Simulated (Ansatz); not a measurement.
The Mg1–H2 bond of BrHMg (SMILES [MgH][Br]) is stretched (multiplicity 1, the rest rigid).
Geometry at rest (charge 0, multiplicity 1):
```xyz
3

Mg     0.000     0.000    -1.677
H      0.000     0.000    -3.358
Br     0.000     0.000     0.671
```

Correlated levels freeze the cores. Filled d and f shells under p-block atoms count as core.

Programs: Ansatz (an electronic-structure program) with Gaussian orbitals. Values without a source in brackets are computed.

Energies above the point at 1.681 Å (the B3LYP-D3(BJ) bond length), FIC-MRCISD+Q on CASSCF(2,2)/def2-TZVPPD (kcal/mol): 4.47 at 1.513 Å; 2.37 at 1.849 Å; 70.31 at 5.379 Å.

**Question.** Take the last value as the depth D of a Morse curve D(1 − e^(−a(R − R₀)))², fit a and R₀ to the two near points, and test it at 2.269 and 2.942 Å.

**Answer.** 
With D = 70.3, both near points (counted from the curve's value at 1.681 Å) are met by a = 1.27 Å⁻¹ and R₀ = 1.690 Å, so k = 2Da² = 228 kcal/(mol Å²). The curve then gives 19.2 and 44.7 kcal/mol; the level itself gives 20.0 and 49.1, so Morse is off by -0.8 and -4.4.
